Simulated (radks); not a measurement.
Results of a calculation; reference values are marked as such.
Initial-state core-level shifts of neutral europium when its valence configuration changes from [Xe] 4f7 6s2. Level of theory: Dirac Kohn-Sham, PBE, spin-unpolarised, spherical densities, finite nucleus; open shells fill j = l - 1/2 first; Fermi nuclear charge, rms radius 5.1115 fm (a radial shooting solver on a logarithmic mesh with Libxc functionals). Shifts are changes of the shell-averaged eigenvalues in eV (positive: less bound); the change of the density at the nucleus, which sets a Mossbauer isomer shift, is in e/bohr^3, on a base of 5.792e+05.

\begin{tabular}{lrrrrr}
valence & 1s & 2s & 3p & 3d & density at nucleus \\ \hline
4f6.5 5d0.5 6s2 & -2.874 & -3.119 & -3.496 & -3.459 & +15.14 \\
4f6 5d1 6s2 & -6.031 & -6.563 & -7.393 & -7.313 & +31.96 \\
4f5 5d2 6s2 & -13.156 & -14.385 & -16.312 & -16.129 & +70.03 \\
4f7 5d0.5 6s1.5 & +0.550 & +0.577 & +0.554 & +0.558 & -12.83 \\
4f5.5 5d0.5 6s2 6p1 & -12.696 & -13.658 & -14.956 & -14.839 & +64.54 \\
4f7 6s1 6p1 & -1.169 & -1.155 & -1.139 & -1.140 & -19.72 \\
4f6 6s2 6p1 & -9.106 & -9.728 & -10.501 & -10.433 & +45.19 \\
4f6 6p3 & -11.421 & -12.027 & -12.787 & -12.721 & -11.52 \\
4f5 6s1 6p3 & -21.244 & -22.706 & -24.511 & -24.358 & +67.02 \\
\end{tabular}
